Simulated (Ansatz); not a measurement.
```xyz
10

F     1.047   -0.480    3.787
C     0.992   -0.436    2.519
C     0.949   -0.398    1.318
Ge    0.806   -0.308   -0.572
Si   -1.346    0.551   -1.121
H     1.015   -1.724   -1.131
H     1.932    0.601   -1.090
H    -1.492    0.640   -2.598
H    -2.395   -0.351   -0.579
H    -1.507    1.905   -0.532
```

The species carries charge 0 and has multiplicity 1.

Question: List the PBE0/def2-TZVPP orbital energies in eV (Ansatz 0.2.0). (An estimate is asked.)

Answer: Ansatz gave: Occupied: -10860.22, -1802.73, -1358.49, -1208.30, -1208.29, -1208.29, -676.37, -280.72, -278.37, -171.20, -145.10, -121.01, -120.98, -120.97, -99.76, -99.74, -99.74, -36.49, -33.87, -33.82, -33.80, -33.76, -33.75, -21.48, -17.99, -16.49, -14.88, -14.88, -14.70, -11.21, -10.40, -9.98, -9.71, -9.03, -8.03, -7.72. Lowest empty: 0.16, 0.21, 0.24, 0.73, 0.97, 1.37, 1.51, 2.03.
